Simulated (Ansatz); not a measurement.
The cluster SnGe6⁺. Charge 1, multiplicity 2. Geometry PBE-D4/def2-SVP, that of the neutral singlet; atoms count from 1.

```xyz
7

Sn    2.2502   -0.0558   -1.0595
Ge    0.6697    2.1870   -0.1874
Ge    0.5772   -0.0729    1.2684
Ge    0.4817   -2.2156   -0.3548
Ge   -0.6070    0.0736   -1.2543
Ge   -1.6288    1.3770    0.8446
Ge   -1.7429   -1.2933    0.7430
```

In the def2 sets Sn takes a core potential; there is no spin–orbit coupling. The structure comes from a short search, and lower isomers may exist.

**Question.** Estimate the Mulliken populations from the PBE/def2-SVP orbitals of Ansatz.

**Answer.** 
```tsv
atom	charge (e)	spin (α − β)
Sn1	0.45	0.36
Ge2	0.19	0.29
Ge3	-0.11	-0.04
Ge4	0.19	0.29
Ge5	-0.11	-0.04
Ge6	0.19	0.07
Ge7	0.19	0.07
```
Mulliken values depend strongly on the basis.

**Question.** Where does the spin sit?

**Answer.** Summed by element: Sn 0.36, Ge 0.64, of 1 unpaired in all. Largest on single atoms: Sn1 0.36, Ge4 0.29, Ge2 0.29.

**Question.** And the Mayer bond orders between heavy atoms (over 0.3)?

**Answer.** Sn1–Ge2 0.43 (2.88 Å); Sn1–Ge3 0.48 (2.87 Å); Sn1–Ge4 0.43 (2.88 Å); Sn1–Ge5 0.48 (2.87 Å); Ge2–Ge3 0.52 (2.69 Å); Ge2–Ge5 0.52 (2.69 Å); Ge2–Ge6 0.54 (2.65 Å); Ge3–Ge4 0.52 (2.69 Å); Ge3–Ge5 0.52 (2.79 Å); Ge3–Ge6 0.51 (2.67 Å); Ge3–Ge7 0.51 (2.67 Å); Ge4–Ge5 0.52 (2.69 Å); Ge4–Ge7 0.54 (2.65 Å); Ge5–Ge6 0.51 (2.67 Å); Ge5–Ge7 0.51 (2.67 Å); Ge6–Ge7 0.59 (2.67 Å).
